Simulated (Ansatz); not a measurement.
Geometry optimisation, Ansatz, RKS PBE-D4/def2-SVP.

input.yaml

```yaml
crystal:
  periodic: [false, false, false]
  atoms:
    - { symbol: Sn, position_ang: [0.0, 0.0, 0.0] }
    - { symbol: Cl, position_ang: [0.0, 0.0, 2.76] }
    - { symbol: O, position_ang: [1.8483, 0.0, -0.6527] }
    - { symbol: H, position_ang: [2.1646, -0.9521, -0.7693] }
    - { symbol: Cl, position_ang: [-1.1351, 1.9666, -0.8025] }
    - { symbol: O, position_ang: [-0.9232, -1.5994, -0.6527] }
    - { symbol: H, position_ang: [-1.3778, -2.065, 0.1197] }
    - { symbol: P, position_ang: [1.0347, 2.4062, 0.8703] }
    - { symbol: H, position_ang: [2.1468, 2.1645, 1.7195] }
    - { symbol: H, position_ang: [1.4523, 3.1749, -0.2482] }
    - { symbol: H, position_ang: [0.6102, 1.419, 2.2004] }
basis:
  gaussian: { orbitals: def2-SVP }
hamiltonian:
  xc: pbe
  dispersion: d4
relax:
  f_tol: 0.15
  max_steps: 25
  restrain:
    - { distance: [0, 7], at: 2.46, k: 30.0 }
    - { distance: [10, 1], at: 1.37, k: 30.0 }
    - { distance: [0, 1], at: 3.61, k: 30.0 }
    - { distance: [10, 7], at: 2.62, k: 30.0 }
output:
  orbitals: {}
```

Launched with:

```bash
$ ansatz run input.yaml --threads 4 --pin off --max-ram 5120MiB --backend cpu --events-out ev --progress --plain --runs-dir out
```

Q: Where does it end, and by what steps?

A: The run converged. The restraints hold the end off the free minimum; the threshold counts their pulls, which the force column leaves out. Restrained pairs: Sn1–P8 (2.76 → 2.48 Å), Cl2–H11 (1.64 → 1.34 Å), Sn1–Cl2 (2.76 → 3.61 Å), P8–H11 (1.71 → 2.62 Å). After 24 steps the energy has fallen by 2.888 eV (the restraints' own energy left out); Cl5 moved furthest, 1.83 Å.

| step | energy less start (eV) | largest force component (eV/Å) | accepted |
| --- | --- | --- | --- |
| 0 | 0.0000 | 2.208 | yes |
| 1 | 0.0691 | 4.121 | yes |
| 2 | 0.1118 | 5.328 | yes |
| 3 | -0.3661 | 4.617 | yes |
| 4 | -1.3729 | 2.425 | yes |
| 5 | -1.9325 | 1.122 | yes |
| 6 | -2.2030 | 0.906 | yes |
| 7 | -2.4255 | 0.953 | yes |
| 8 | -2.6156 | 1.011 | yes |
| 9 | -2.7337 | 0.961 | yes |
| 10 | -2.7811 | 0.917 | yes |
| 11 | -2.7984 | 0.854 | yes |
| 12 | -2.5961 | 3.165 | no |
| 13 | -2.8100 | 0.867 | yes |
| 14 | -2.8178 | 0.840 | yes |
| 15 | -2.8284 | 0.859 | yes |
| 16 | -2.8100 | 1.476 | no |
| 17 | -2.8457 | 0.839 | yes |
| 18 | -2.8589 | 0.843 | yes |
| 19 | -2.8775 | 0.824 | yes |
| 20 | -2.8771 | 0.887 | no |
| 21 | -2.8836 | 0.817 | yes |
| 22 | -2.8849 | 0.868 | yes |
| 23 | -2.8837 | 0.922 | yes |
| 24 | -2.8882 | 0.871 | yes |

```xyz
11
Properties=species:S:1:pos:R:3
Sn 0.295 0.556 -0.385
Cl 0.400 -0.698 3.002
O 1.996 -0.441 -0.766
H 1.811 -1.153 -1.412
Cl -0.492 1.461 -2.435
O -1.201 -0.690 0.077
H -1.011 -1.019 0.984
P 0.864 2.351 1.225
H 2.271 2.145 0.970
H 0.722 3.378 0.220
H 0.165 0.623 3.065
```

Run time: 43 s on 4 threads of Arm Neoverse V2, with other jobs on the host, peak memory 0.21 GiB.
